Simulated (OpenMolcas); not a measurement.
**neutral tin: thermal populations, Slater's ratio, worked from levels**

| Quantity | Value |
| --- | --- |
| Program | OpenMolcas 26.06 |
| Basis | ANO-R2 [7s6p4d2f1g] |
| Scalar Hamiltonian | X2C, finite nucleus |
| Active space | 4 electrons in 4 orbitals (5s 5p) |
| State averaging | 2S+1 = 3 even, 3 roots; 2S+1 = 1 even, 6 roots; 2S+1 = 5 odd, 1 root; 2S+1 = 3 odd, 5 roots (0 in the spin-orbit step) |
| Spin-orbit coupling | state interaction with AMFI integrals over the reference wave functions, term energies averaged over their components |

Methods: CASSCF; SS-CASPT2, IPEA 0.25 Eh, imaginary shift 0.1 Eh (closed shells correlated: 4d). Measured levels: NIST Handbook of Basic Atomic Spectroscopic Data.

**Thermal populations.** Z = Σ (2J + 1) exp(-E/kT) with k = 0.695035 cm-1/K, over the levels below. No other level of either list lies under 34600 cm-1, which is above 7 kT at each temperature.

```
      Level  2J + 1  SS-CASPT2  measured
5s² 5p² ³P₀       1        0.0       0.0
5s² 5p² ³P₁       3       1455      1692
5s² 5p² ³P₂       5       3071      3428
5s² 5p² ¹D₂       5       8737      8613
5s² 5p² ¹S₀       1      18301     17162
```

```csv
T (K),"Z, SS-CASPT2","Z, measured levels","Ground level (%), SS-CASPT2","Ground level (%), measured levels"
2000,2.612,2.323,38.3,43.0
3000,3.715,3.379,26.9,29.6
5000,5.450,5.135,18.3,19.5
```

At 5000 K, kT = 3475 cm-1, and the computed levels give Z = 1.000 + 1.974 + 2.066 + 0.405 + 0.005 = 5.450.

**Slater's ratio.** With one set of orbitals, p2 has ¹D - ³P = 6 F2 and ¹S - ¹D = 9 F2 (F2 = F²/25), a ratio of 3/2. Term energies are centres of gravity, weighted by 2J + 1.

```tsv
Source	¹D - ³P	¹S - ³P	F2 from the first	Ratio
CASSCF	8262	15362	1377	0.859
SS-CASPT2	6546	16109	1091	1.461
measured	6145	14694	1024	1.391
```

Energies in cm-1. A ratio away from 3/2 shows effects beyond one configuration with one set of orbitals, and in heavier atoms second-order spin-orbit shifts. In CASSCF the valence s occupation is 1.91 in ¹S against 1.98 in ¹D: mixing out of s² acts most on ¹S and pulls it down.

Some high roots are left out of the spin-orbit mixing, which shifts the levels that they would mix with. Measured partners are found by configuration, term and J. A level has none where our copy of the source lacks it or the pairing is in doubt (some pairs that miss far off the trend of their configuration count as doubtful), and it then counts in no deviation. Levels of configurations outside the active space are missing.
